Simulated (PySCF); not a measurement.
A structure optimised at PBE-D3(BJ)/def2-SVP, used in a PySCF frequency run:

```
Si
H 1 1.5038
H 1 1.5054 2 109.26
C 1 1.8423 2 109.46 3 117.55
C 4 1.2289 3 148.43 1 178.36
H 5 1.0824 3 158.11 1 179.10
C 1 1.8764 2 108.95 3 -121.32
C 7 1.3479 1 123.12 2 1.49
H 8 1.1040 7 122.09 1 179.43
H 8 1.1042 9 116.10 7 -179.93
H 7 1.1061 8 118.62 9 -0.30
```
Charge 0, spin multiplicity 1.

Question: Write its SMILES and formula.

Answer: C#C[SiH2]C=C, C₄H₆Si

Question: What are its rotational constants (standard atomic weights)?

Answer: 10.124, 1.9686, 1.7697 GHz
